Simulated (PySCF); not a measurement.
Vertical excitations of a molecule C₄H₉NSi from TDDFT-PBE/def2-SVPD (PySCF), as energy in eV (oscillator strength): 5.26 (0.006), 5.65 (0.017), 5.73 (0.006), 6.05 (0.004), 6.16 (0.002), 6.59 (0.006), 6.65 (0.026), 6.68 (0.023), 6.77 (0.023), 6.84 (0.104). Lowest triplet (TDA): 4.35 eV. The structure is a stationary point at PBE0-D3(BJ)/def2-SVP. One conformer was computed; it need not be the lowest.

Question: Which molecule gave these data?
(A) C/C=C/C=N/[SiH3]
(B) N[SiH]1CC=CC1
(C) C=C[SiH](N)C=C
(D) C=C(C)/N=C/[SiH3]

Answer: B, N[SiH]1CC=CC1
